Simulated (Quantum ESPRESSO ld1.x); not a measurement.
These are the eigenvalues of the occupied orbitals of an atom or ion with whole-number occupations (eV). Calculated with ld1.x of Quantum ESPRESSO 7.5: scalar-relativistic Kohn-Sham, relativistic LDA (MacDonald-Vosko exchange, VWN5 correlation), spin-unpolarised, spherical densities, point nucleus.

1s: -6112.725
2s: -915.899
2p: -812.957
3s: -284.102
3p: -253.915

Which element is it, and in what charge state? The configuration may be excited.

Answer. Z = 24, chromium, charge +10: Cr10+ in [Ne] 3s2 3p2. The list shows which subshells hold electrons but not how many an open one holds; the 1s level, -224.64 hartree, gives Z - s = 21.2 by -(Z - s)^2/2, which with screening and relativity narrows Z to a few neighbours, and the depths of the outer levels then fix element, charge and occupations together.
